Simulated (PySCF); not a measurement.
Cu(2+): excitation energy

Cu(2+) [Ar] 3d9 (2D) → Cu(2+) [Ar] 3d8 4s1 (4F), as a difference of total energies. Computed with PySCF 2.14 in x2c-TZVPPall (6s5p4d2f1g, 64 functions), with scalar relativity by spin-free X2C-1e. Correlated levels: valence: [Ar] frozen. The calculations carry no spin-orbit coupling.

```tsv
method	excitation energy (eV)
UHF	6.222
MP2 (valence)	8.209
SCS-MP2 (valence)	8.140
CCSD (valence)	7.774
CCSD(T) (valence)	7.836
```

Problem. How much does correlation contribute at CCSD(T) (valence)?

Solution. 7.836 − (6.222) = 1.614 eV, measured against UHF.

A first-order spin-orbit estimate (lowest level to lowest level, LS coupling) adds -0.064 eV.

The basis was made for the ground configuration and has no added diffuse functions, so the excitation energy can come out too high.
